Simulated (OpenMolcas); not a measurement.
# K: effect of the IPEA shift

```json
{
 "Program": "OpenMolcas",
 "Basis": "ANO-RCC-VQZP [7s6p3d2f1g]",
 "Scalar Hamiltonian": "DKH2, point nucleus",
 "Active space": "1 electron in 4 orbitals (4s 4p)",
 "State averaging": "2S+1 = 2 even, 1 root; 2S+1 = 2 odd, 3 roots",
 "Spin-orbit coupling": "RASSI with atomic mean-field integrals over the reference wave functions, term energies averaged over their components"
}
```

Methods on the same reference wave functions:
A. CASSCF
B. SS-CASPT2, IPEA 0.25 Eh, imaginary shift 0.1 Eh (closed shells correlated: 3s 3p)
C. SS-CASPT2, IPEA 0.5 Eh, imaginary shift 0.1 Eh (closed shells correlated: 3s 3p)

Energies in cm-1 above 4s 2S 1/2, the measured ground level; measured values from NIST Handbook of Basic Atomic Spectroscopic Data.

```json
{"Level": "4s 2S 1/2", "A": "0.0", "B": "0.0", "C": "0.0", "Measured": "0.0"}
{"Level": "4p 2P* 1/2", "A": "11496", "B": "13081", "C": "12985", "Measured": "12985"}
{"Level": "4p 2P* 3/2", "A": "11531", "B": "13116", "C": "13020", "Measured": "13043"}
```

Deviations, from unrounded energies. A percentage is the sum of absolute deviations over the sum of measured energies, with the sign that they share, or ± where signs differ.

```csv
Against measurement,Levels,A,B,C
mean absolute deviation (cm-1),2,1500,85,12
other configurations (%),2,-11.5,+0.7,-0.1
```

C lies closest to measurement on these levels and A furthest from it. The largest miss of C in the table is 4p 2P* 3/2, by -23 cm-1. The ranking rests on the paired levels alone, and a cruder setting can come out closer through cancelling errors.

Between B and C the level of the table that moves most is 4p 2P* 1/2, by 97 cm-1 (lowest in C, highest in B).

The lowest spin-free term lies below A's lowest term by 0.249 hartree in B, 0.248 hartree in C.

ANO sets are built for ground and valence states and can reach diffuse excited orbitals poorly. With one active electron the reference holds no correlation, so core polarisation is missing (holds for A). With one active electron, CASPT2 adds the correlation within the correlated inactive shells and between them and that electron, and leaves the splitting within a term as the reference gives it (holds for B; C). Measured partners are found by configuration, term and J. A level has none where our copy of the source lacks it or the pairing is in doubt (some pairs that miss far off the trend of their configuration count as doubtful), and it then counts in no deviation. Levels of configurations outside the active space are missing.

* marks odd parity.
